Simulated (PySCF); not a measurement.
CH5B3BrF.
Structure used (PBE0-D3(BJ)/def2-SVP), in Å, numbered top down from 1:
```xyz
11
CH5B3BrF angstrom
B      1.955    0.277    0.942
B      0.641    0.535   -0.090
F      0.587    1.597   -0.899
C     -0.585   -0.468   -0.132
B     -1.706    0.161    0.732
Br    -1.798   -0.193    2.611
H      2.920   -0.365    0.591
H      1.960    0.669    2.087
H     -0.909   -0.534   -1.185
H     -0.279   -1.450    0.260
H     -2.527    0.932    0.305
```

The calculation used PySCF, PBE0-D3(BJ)/def2-SVP geometry optimisation, gas phase.

Masses are those of the commonest isotopes; rigid-rotor values at the optimised geometry. The values belong to one conformer with, in the numbering `[BH2:1][B:2]([F:3])[CH2:4][BH:5][Br:6]`, B1–B2–C4–B5 99°, B2–C4–B5–Br6 -89°.

Q: Give the principal moments of inertia and the rotational constants in MHz.

A: Ia = 110.26, Ib = 520.32, Ic = 572.43 u·Å²; 505379 MHz·u·Å²/I gives A = 4583, B = 971.3, C = 882.9 MHz.

Q: What kind of rotor is it?

A: A near-prolate asymmetric top: κ = (2 × 971.3 − 4583 − 882.9)/(4583 − 882.9) = -0.95.

Q: What does the inertial defect say?

A: Not planar: Δ = Ic − Ia − Ib = -58.16 u·Å². For a rigid frame Δ = −2 Σ m c², so Σ m c² = 29.08 u·Å² lies off the ab plane: 6.89 from hydrogen and 22.19 from heavier atoms. The atom farthest from that plane is 1.87 Å away.

Q: Which types of transition are allowed, and where do some lines up to J = 3 fall?

A: The dipole components are |μa| = 0.51 D, |μb| = 0.01 D, |μc| = 1.14 D. Intensities carry the squares of the components, which stand as 0.20 : 0.00 : 1.00 (a : b : c). Some of the stronger lines:

```csv
type,branch,"J(Ka,Kc)",MHz,lower level (cm⁻¹)
a,Q,"3(1,2) ← 3(1,3)",530,0.484
a,R,"1(0,1) ← 0(0,0)",1854,0.000
c,Q,"3(1,3) ← 3(0,3)",3398,0.371
c,Q,"2(1,2) ← 2(0,2)",3525,0.185
c,Q,"1(1,1) ← 1(0,1)",3612,0.062
a,R,"2(1,2) ← 1(1,1)",3620,0.182
a,R,"2(0,2) ← 1(0,1)",3707,0.062
a,R,"2(1,1) ← 1(1,0)",3797,0.185
a,R,"3(1,3) ← 2(1,2)",5429,0.303
c,R,"1(1,0) ← 0(0,0)",5555,0.000
a,R,"3(0,3) ← 2(0,2)",5556,0.185
a,R,"3(2,2) ← 2(2,1)",5562,0.673
a,R,"3(2,1) ← 2(2,0)",5569,0.673
a,R,"3(1,2) ← 2(1,1)",5694,0.312
c,R,"2(1,1) ← 1(0,1)",7497,0.062
c,R,"3(1,2) ← 2(0,2)",9485,0.185
c,Q,"3(2,2) ← 3(1,2)",10705,0.502
c,Q,"2(2,1) ← 2(1,1)",10836,0.312
c,R,"2(2,0) ← 1(1,0)",14635,0.185
c,R,"2(2,1) ← 1(1,1)",14722,0.182
c,R,"3(2,1) ← 2(1,1)",16407,0.312
c,R,"3(2,2) ← 2(1,2)",16664,0.303
c,Q,"3(3,1) ← 3(2,1)",18275,0.859
c,R,"3(3,0) ← 2(2,0)",23844,0.673
c,R,"3(3,1) ← 2(2,1)",23845,0.673
```

Q: Estimate the classical rotational partition function at 10 K, 200 K and 298.15 K.

A: Point group C1, symmetry number σ = 1; q = (√π/σ)·√((kT/h)³/(ABC)), k/h = 20836.6 MHz/K: 2690 at 10 K, 241000 at 200 K, 438000 at 298.15 K.

Stationary, but not proved a minimum. No vibrational averaging or centrifugal distortion is included, and the geometry carries the error of its method. Quadrupole hyperfine structure (11B, 79Br) is left out.

On one thread of an Arm Neoverse N1, shared host, this took 71 s wall and 0.53 GiB of memory at its peak. That covers the optimisation of the geometry.
